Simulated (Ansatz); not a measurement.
Seven cases of atomisation energy with Al to Br (electronic energies, kcal/mol); geometries: B3LYP-D3(BJ)/def2-TZVP. The cases were drawn at random from those of this class that have a high level and all functionals, leaving out states under which another spin lies or may lie. Left out are anions, K, Ca, elements past Kr, ionisation of Li, Na and Mg, pi-pi* triplets of linear molecules and other triplets made from a closed-shell parent. Runs that doubt their state, and full CI more than 15 mEh from coupled cluster, are set aside; a case stays where another high level and all functionals remain. AFQMC serves as high level only in triple zeta or larger, with a steady walk, a bar under 0.8 kcal/mol and agreement with other high levels or trials where they ran; where none ran, an unstable determinant or (outside 3d species) a high T1 diagnostic also bars it, so strongly correlated cases are thinned. No case was kept or dropped by the size of a functional's miss. High levels with a bar over 0.5 kcal/mol are left out too, and the seventh case lies inside the range of the six. Affinities count positive where energy is released, gaps as the second state minus the first. B3LYP is by Ansatz (a first-principles code) in def2-TZVPD. High levels (Ansatz): P = CCSD(T)/CBS(cc-pV(T+d)Z,cc-pV(Q+d)Z) + [CCSDT(Q) - CCSD(T)]/cc-pV(D+d)Z + core + X2C; Q = CCSD(T)/CBS(cc-pVQZ,cc-pV5Z) + [CCSDT(Q) - CCSD(T)]/cc-pVTZ + [CCSDTQ - CCSDT(Q)]/cc-pVDZ; R = CCSD(T)/CBS(cc-pVTZ,cc-pVQZ) + [CCSDT(Q) - CCSD(T)]/cc-pVDZ. Radicals and triplets start from unrestricted determinants; spin-orbit coupling is neglected. Correlated methods leave the cores frozen (noble-gas shells, and filled d and f shells in the p block). Rows without X2C or -DK are non-relativistic. CBS(X,Y): correlation extrapolated as X^-3, Hartree-Fock from the larger set (Q,5: extrapolated as (X+1)exp(-9√X)). A bracket is a step between two methods taken in the basis named. The functionals are non-relativistic, so their misses hold any scalar relativity. 'core' is core correlation in cc-pwCVTZ (1s frozen past Ne), 'X2C' scalar relativity in cc-pVTZ-DK, both at CCSD(T). For partners of very few electrons the exact lower level stands in for a higher one. Spin-orbit terms, left out, reach several kcal/mol for Br and I, and more for heavier atoms. The restricted determinant of C3H2ClN (N#C/C=C\Cl, singlet) is unstable towards broken spin symmetry in at least one set run.

| case | B3LYP | level | high level |
|---|---|---|---|
| H4SiO2 (dihydroxysilane, SMILES [SiH2](O)O) | 597.4 | P | 610.2 |
| GeHF2 (SMILES [GeH]([F])[F], doublet) | 284.9 | R | 294.6 |
| SiNH3Cl (SMILES [SiH2]([NH])Cl, doublet) | 414.9 | P | 418.3 |
| C3H2ClN ((Z)-3-chloroprop-2-enenitrile, SMILES N#C/C=C\Cl) | 735.7 | P | 741.6 |
| CH3BBr (SMILES C[B]Br, doublet) | 481.0 | R | 480.6 |
| GeH4Se (SMILES [GeH3][SeH]) | 353.5 | Q | 358.7 |
| H4SiNO (SMILES N[SiH]O, doublet) | 560.0 | P | withheld |

Task: Fit a straight line from B3LYP to the high level over the first six rows by least squares, predict the seventh, and compare with the calculation.

Result: Means: B3LYP 477.90, high level 484.00. Sxx = 137444, Sxy = 137760, slope 1.0023, intercept +5.00 kcal/mol; residual standard deviation 5.2 kcal/mol. Seventh row: 1.0023·(560.0) +5.00 = 566.3 kcal/mol. The calculation gave 564.5 kcal/mol: the line differs from it by +1.8, B3LYP itself by -4.5.
